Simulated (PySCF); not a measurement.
Computed IR spectrum (relative IR intensity) of a molecule CH₆O₃Si₂. Geometry: ωB97X-D3(BJ)/def2-SVP. The values are those of a single conformer. Calculation: ωB97X-D3(BJ)/def2-SVP run with PySCF 2.14.0. Frequencies are harmonic and unscaled.

Lines under 2 % of the strongest are left out, and lines within 2 cm⁻¹ are merged.

```tsv
ν (cm⁻¹)	relative intensity
125	2.1
215	6.1
251	2.8
417	10
445	62
499	14
724	33
741	5.5
780	32
828	29
883	100
923	5.7
948	31
984	20
1003	94
1019	91
1722	21
2269	89
2276	43
3803	23
3806	46
```

Task: Identify the compound among the candidates.
A) O=C(O)[Si@H](O)[SiH3]
B) O=C[Si](O)(O)[SiH3]
C) O=C([SiH2]O)[SiH2]O
D) C[Si@H]1O[Si@@H](O)O1

Result: C, O=C([SiH2]O)[SiH2]O
